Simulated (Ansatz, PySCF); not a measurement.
AlI$_{3}$, charge -1, doublet, at a GFN2-xTB geometry (such geometries of metal compounds can be far from the true shape) (a state made from the parent by changing its charge; the spin is typed, not shown lowest) (core potentials on I) (in this run its highest filled SCF level lies above zero, so its values depend strongly on the basis, on diffuse functions most of all). Base run: REVPBE/def2-SVP (PySCF).

Input for PySCF:
```python
from pyscf import gto, scf, dft

mol = gto.M(
    atom='''
Al   -0.00005548   -0.01804802    0.00950175
I    -2.21432464   -1.52782833   -0.06927200
I     0.00722505    2.35047760   -1.23745696
I     2.20711320   -0.81822240    1.30439834
''',
    basis='def2-svp',
    ecp={'I': 'def2-svp'},
    charge=-1,
    spin=1,
    verbose=4,
)

mf = dft.UKS(mol)
mf.xc = 'revpbe'
mf.kernel()
```

The same geometry, method and basis name were run in Ansatz (a first-principles code) and PySCF, at each program's defaults and at the settings that a row names. The base is PySCF at its defaults. Differences at the defaults can come from grids, fitting, cores and function types together.

| code and settings | ΔE vs base (mEh) | basis functions | E (Eh) | SCF cycles |
|---|---|---|---|---|
| PySCF, defaults (exact integrals, its default grid, spherical functions) | 0.000 | 96 | -1135.74538 | 12 |
| Ansatz, defaults (factorised integrals, its default grid, spherical functions) | -0.003 | 96 | -1135.74538 | - |
| PySCF, density fitting with def2-universal-jkfit | -0.029 | 96 | -1135.74541 | 12 |
| PySCF, fine grid | 0.001 | 96 | -1135.74538 | 12 |
| Ansatz, high accuracy | -0.003 | 96 | -1135.74538 | - |

Open shells are given as the SCF converged; they aren't shown to be the lowest states, and a large step between rows can be another state.
